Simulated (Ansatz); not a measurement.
Correlation energies of C₆H₁₆Cl₂HfN₂ (`CC[N](CC)[Hf]([Cl])([Cl])[N](C)C`) by basis set

```xyz
27

C     1.6064    2.1591    1.3161
C     0.3452    1.5257    1.8837
N    -0.4759    0.8343    0.8963
C    -1.1272    1.7306   -0.0377
C    -2.0871    1.0165   -0.9682
Hf   -0.5663   -1.1810    0.9223
Cl    0.6026   -2.0733    2.7875
Cl   -2.7581   -2.1019    0.8045
N     0.4216   -1.7606   -0.7244
C     1.0930   -1.0295   -1.7667
C     0.4878   -3.1951   -0.9086
H     2.1860    2.6266    2.1157
H     2.2351    1.4035    0.8383
H     1.3803    2.9316    0.5786
H    -0.2641    2.2940    2.3820
H     0.6326    0.8153    2.6665
H    -0.3764    2.2616   -0.6392
H    -1.6727    2.5047    0.5229
H    -2.5148    1.7211   -1.6837
H    -1.5828    0.2359   -1.5485
H    -2.9101    0.5546   -0.4189
H     2.1567   -1.3001   -1.8221
H     1.0301    0.0445   -1.5840
H     0.6517   -1.2366   -2.7523
H     1.5259   -3.5529   -0.9147
H    -0.0294   -3.7240   -0.0977
H     0.0097   -3.5044   -1.8477
```

The species carries charge 0 and has multiplicity 1. Correlated methods include outer-core shells of Hf, which these sets cover unevenly. Hf: def2 effective core potential. Geometry: relaxed with PBE0-D4/def2-TZVP. It is one conformer, not always the lowest. Frozen core, restricted reference, Ansatz 0.2.0.

```tsv
basis	HF (Eh)	MP2 corr.
def2-SVP	-1311.58447	-1.70734
def2-TZVPP	-1312.29284	-2.19312
def2-QZVPP	-1312.33490	-2.37393
```

Q: Estimate the CCSD correlation energy and the (T) correction in each basis where they were run (hartree).

A: 
```
     basis  CCSD corr.       (T)
  def2-SVP    -1.81725  -0.05866
def2-TZVPP    -2.28548  -0.09972
```
